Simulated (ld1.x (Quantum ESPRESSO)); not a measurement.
# Configuration tests for Ni (TM semilocal)

| Quantity | Value |
| --- | --- |
| Element | Ni (Z = 28) |
| Generator | ld1.x (Quantum ESPRESSO) 7.5 |
| Type | norm-conserving Troullier–Martins (semilocal form) |
| Functional | PBEsol |
| Relativity | scalar-relativistic |
| Frozen core | [Ar] |
| Valence charge | 10 |
| Reference configuration | 3d8 4s0 4p0 (charge +2) |
| Partial waves | 4s (bound, empty): rc 1.45 bohr; 3d (bound): rc 0.75 bohr; 4p (bound, empty): rc 2.45 bohr |
| Local potential | the p channel |
| Core correction | Bessel-smoothed model core inside 0.35 bohr |

Energies are relative to the spin-unpolarised reference configuration 3d8 4s0 4p0; without spin polarisation the order of configurations can differ from experiment.

```csv
valence configuration,charge,ΔE all-electron (eV),error AE − PS (meV)
3d8 4s2 4p0,0,-26.597,-6.4
3d8 4s1 4p0,+1,-17.261,-3.8
3d7 4s0 4p0,+3,37.437,-234
3d8.5 4s1.5 4p0,0,-27.785,+14
3d8 4s1.5 4p0,+0.5,-22.870,-5.7
3d8 4s0 4p1,+1,-11.548,-6.1
```

Q: What are ΔE and the potential's error for 3d8 4s1 4p1?

A: ΔE = -21.967 eV all-electron; the error (AE − PS) is -9.1 meV.

Levels in the configuration 3d8 4s2 4p0:

```tsv
level	all-electron (eV)	pseudo (eV)
3d	-8.900	-9.008
4s	-5.662	-5.661
```
